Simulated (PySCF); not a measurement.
Job for PySCF: R-B3LYP/3-21G on H2O2Se (SMILES O[Se]O), a point of a torsion scan.

```python
from pyscf import gto, scf, dft, mp
from pyscf.data.elements import chemcore

mol = gto.M(
    atom='''
    O     1.16368295    0.48186131   -0.33301254
    Se   -0.18209639   -0.68013978   -0.54488081
    O    -0.40837131   -1.16126299    1.16243606
    H     2.01556088    0.04052370   -0.39983392
    H    -0.93158724   -0.50555522    1.63347811
    ''',
    basis='3-21g',
    charge=0, spin=0, verbose=3, max_memory=1800)
mf = dft.RKS(mol, xc='b3lyp')
mf.conv_tol = 1e-8
mf.max_cycle = 100
mf.kernel()
if not mf.converged:
    mf = mf.newton().run(mf.mo_coeff, mf.mo_occ)
```

The log:

```
converged SCF energy = -2540.96424308855
```

Self-consistency was reached.

Cost: around 5 core-seconds (rough).
